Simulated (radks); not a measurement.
Initial-state core-level shifts of the thulium ion Tm2+ when its valence configuration changes from [Xe] 4f13. All-electron calculation, scalar-relativistic Kohn-Sham, SCAN, spin-polarised, spherical densities, finite nucleus; open shells are filled with parallel spins first (spin-orbit coupling, left out, can overturn this in heavy ions); meta-GGA in the generalised Kohn-Sham scheme; Fermi nuclear charge, rms radius 5.2256 fm. Program: a radial shooting solver on a logarithmic mesh with Libxc functionals. Shifts are changes of the shell-averaged eigenvalues in eV (positive: less bound); the change of the density at the nucleus, which sets a Mossbauer isomer shift, is in e/bohr^3, on a base of 1.002e+06.

valence	3s	3d	4p	5s	density at nucleus
4f12 5d1	-8.053	-7.969	-7.632	-4.233	+33.7
4f12 6p1	-12.061	-11.995	-11.679	-8.348	+36.9
4f10 5d1 6s1 6p1	-35.064	-34.799	-32.876	-19.749	+222.1
4f11.5 5d1 6s0.5	-13.876	-13.752	-13.147	-7.660	+91.9
4f11.5 6s1 6p0.5	-17.358	-17.253	-16.651	-11.134	+130.4
